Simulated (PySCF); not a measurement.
## Working out the ionisation energy of Te

Te [Kr] 4d10 5s2 5p4 (3P) → Te⁺ [Kr] 4d10 5s2 5p3 (4S). Computed with PySCF 2.14 in aug-cc-pVTZ-PP with one added diffuse shell each of d, f type with ECP28MDF (6s5p5d3f, 67 functions), with scalar relativity through the core potential. Frozen: 4s2 4p6 4d10. Energies in hartree (1 hartree = 27.21139 eV):

```
             part   Te (lower)  Te⁺ (upper)
              UHF  -267.006374  -266.722163
MP2 opposite-spin    -0.066944    -0.046806
    MP2 same-spin    -0.019558    -0.016762
```

Task: What does Hartree-Fock give?

Result: (-266.722163) − (-267.006374) = 0.284211 hartree = 7.734 eV.

Task: What do MP2 and SCS-MP2 (6/5 opposite-spin, 1/3 same-spin) give?

Result: The opposite-spin parts differ by 0.548 eV and the same-spin parts by 0.076 eV. MP2: 7.734 + (0.548) + (0.076) = 8.358 eV. SCS-MP2: 7.734 + 1.2 × (0.548) + (0.076)/3 = 8.417 eV.

Measured between the centres of the two terms (NIST): 8.749 eV, so MP2 (valence) is off by -0.391 eV.

What remains against the reference includes basis incompleteness, the frozen core and correlation beyond second order.
